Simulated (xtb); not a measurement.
CH4NO (SMILES [NH3+]C=O), charge +1, singlet, at a GFN2-xTB geometry. Base run: GFN2-xTB (xtb).

Input for xtb:
```
$ xtb mol.xyz --gfn 2 --chrg 1 --json

# file mol.xyz
7

N     -1.07973113     0.24380716     0.15769898
C      0.40675026     0.24389944    -0.26491881
O      1.09476993    -0.62780535     0.07307325
H     -1.30225326     1.08418749     0.71279708
H     -1.69531096     0.23783329    -0.66989687
H     -1.26948531    -0.59863573     0.72730400
H      0.62650641     1.12901100    -0.86917020
```

Variants of this job, named by their change:

```tsv
change	ΔE vs base (mEh)	HOMO-LUMO gap (eV)	G_solv (kcal/mol)	SCF cycles
base	0.000	4.67	-	10
gbsa = acetonitrile	?	4.62	?	10
etemp = 5000	-0.279	4.68	-	10
acc = 30	0.000	4.67	-	7
etemp = 3000	-0.005	4.67	-	10
alpb = dmso	?	4.62	?	10
alpb = water	-125.4	4.60	-82.82	10
```

### Question
What belongs in the gaps?

### Answer

- gbsa = acetonitrile, ΔE vs base (mEh): -101.7
- gbsa = acetonitrile, G_solv (kcal/mol): -64.70
- alpb = dmso, ΔE vs base (mEh): -119.0
- alpb = dmso, G_solv (kcal/mol): -77.63

ALPB and GBSA are two models with their own fitted parameters for each solvent, which aren't always the measured dielectric constant.
